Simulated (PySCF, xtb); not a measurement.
H₂O₃S, SMILES O=S(O)O. The values are those of a single conformer.

Harmonic wavenumbers (cm⁻¹) from xtb with GFN2-xTB at its own minimum, in rising order: 184, 287, 341, 380, 426, 674, 722, 855, 877, 1203, 3576, 3578.

Problem. What does B3LYP-D3(BJ)/def2-SVP (PySCF) give at its own minimum? (Estimate from the structure and the level; the computed values follow.)

Solution. 167, 317, 433, 436, 471, 754, 761, 1071, 1099, 1234, 3688, 3691. Paired by order, the mean absolute difference is 88 cm⁻¹ and the zero-point energies are 18.7 and 20.2 kcal/mol.
